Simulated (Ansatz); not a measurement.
`CB(S)Br`, relaxed with RKS PBE0-D4/def2-TZVP in Ansatz 0.2.0 from a PBE-D4/def2-SVP geometry. The force threshold is 0.005 eV/Å; the program also tests the step.

Total charge 0; spin multiplicity 1.

Start:

```xyz
8

C    -0.498   -0.664   -0.416
B     0.298    0.651   -0.101
S     1.069    1.074    1.469
Br    0.528    1.984   -1.492
H    -0.654   -1.327    0.457
H    -1.487   -0.420   -0.858
H     0.045   -1.241   -1.196
H     0.699   -0.056    2.137
```

| step | energy (eV) | largest force (eV/Å) | largest move (Å) |
| --- | --- | --- | --- |
| 1 | -82649.3325 | 0.529 | 0.000 |
| 2 | -82649.3547 | 0.234 | 0.019 |
| 3 | -82649.3572 | 0.021 | 0.010 |
| 4 | -82649.3573 | 0.006 | 0.006 |
| 5 | -82649.3574 | 0.014 | 0.009 |
| 6 | -82649.3574 | 0.032 | 0.017 |
| 7 | -82649.3575 | 0.026 | 0.015 |
| 8 | -82649.3575 | 0.015 | 0.007 |
| 9 | -82649.3575 | 0.008 | 0.010 |
| 10 | -82649.3575 | 0.006 | 0.004 |
| 11 | -82649.3576 | 0.002 | 0.002 |

End:

```xyz
8

C    -0.485   -0.665   -0.419
B     0.306    0.636   -0.102
S     1.033    1.073    1.469
Br    0.562    1.945   -1.497
H    -0.580   -1.344    0.430
H    -1.489   -0.411   -0.774
H    -0.002   -1.202   -1.242
H     0.655   -0.032    2.135
```

Hardware: 2 threads of an AMD EPYC 7R13 on a shared host and a share of an NVIDIA H100 80 GB. Wall time 32 s, peak host memory 0.87 GiB.
